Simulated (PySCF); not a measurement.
Compound: C4HF5.
Atom-mapped SMILES: `[CH:1]#[C:2][C:3]([F:4])([F:5])[C:6]([F:7])([F:8])[F:9]` (hydrogens: H10 on C1)

A GFN2-xTB structure was refined with PBE0-D3(BJ)/def2-SVP geometry optimisation, gas phase in PySCF 2.14.0. Its GFN2-xTB values:

```csv
coordinate,GFN2-xTB
C1≡C2,1.196 Å
C1–H10,1.051 Å
C2–C3,1.454 Å
C3–F4,1.355 Å
C3–C6,1.559 Å
C6–F7,1.334 Å
C1–C2–C3,179.7°
C2–C3–F4,111.8°
C2–C3–C6,110.3°
C3–C6–F7,110.6°
F4–C3–F5,106.4°
F4–C3–C6,108.1°
F7–C6–F8,107.9°
```

Q: How do these coordinates change at the PBE0-D3(BJ)/def2-SVP level?

A: 
```json
{"coordinate": "C1–H10", "PBE0-D3(BJ)/def2-SVP (Å or °)": "1.076", "change": "+0.025"}
{"coordinate": "C3–C6", "PBE0-D3(BJ)/def2-SVP (Å or °)": "1.547", "change": "-0.012"}
{"coordinate": "C1≡C2", "PBE0-D3(BJ)/def2-SVP (Å or °)": "1.207", "change": "+0.011"}
{"coordinate": "C2–C3", "PBE0-D3(BJ)/def2-SVP (Å or °)": "1.464", "change": "+0.010"}
{"coordinate": "C3–F4", "PBE0-D3(BJ)/def2-SVP (Å or °)": "1.345", "change": "-0.010"}
{"coordinate": "C6–F7", "PBE0-D3(BJ)/def2-SVP (Å or °)": "1.326", "change": "-0.008"}
{"coordinate": "C2–C3–C6", "PBE0-D3(BJ)/def2-SVP (Å or °)": "112.4", "change": "+2.1"}
{"coordinate": "F4–C3–F5", "PBE0-D3(BJ)/def2-SVP (Å or °)": "108.1", "change": "+1.7"}
{"coordinate": "F7–C6–F8", "PBE0-D3(BJ)/def2-SVP (Å or °)": "109.0", "change": "+1.1"}
{"coordinate": "C2–C3–F4", "PBE0-D3(BJ)/def2-SVP (Å or °)": "110.8", "change": "-1.0"}
{"coordinate": "F4–C3–C6", "PBE0-D3(BJ)/def2-SVP (Å or °)": "107.3", "change": "-0.8"}
{"coordinate": "C3–C6–F7", "PBE0-D3(BJ)/def2-SVP (Å or °)": "109.9", "change": "-0.7"}
{"coordinate": "C1–C2–C3", "PBE0-D3(BJ)/def2-SVP (Å or °)": "179.2", "change": "-0.5"}
```

The energy falls by 1.4 kcal/mol over 14 energy and gradient evaluations, the largest force component goes from 0.0197 to 2.2e-04 Eh/bohr, and the atoms move by 0.042 Å rms after alignment. The bond that changes most is C1–H10 (terminal alkyne carbon to alkyne hydrogen), which lengthens by 0.025 Å. Bonds longer at the end by more than 0.005 Å: 3 of 9; shorter: 5. Rotational constants go from 2203, 1521, 1315 to 2253, 1510, 1329 MHz.

The run used 131 basis functions and 95 SCF cycles in all. Hardware: an x86-64 server with one thread, on a shared host. Cost: 92 s wall.

PBE0-D3(BJ)/def2-SVP frequencies: not computed here.

The values belong to the conformer `[CH:1]#[C:2][C:3]([F:4])([F:5])[C:6]([F:7])([F:8])[F:9]`: C2–C3–C6–F7 -59°.
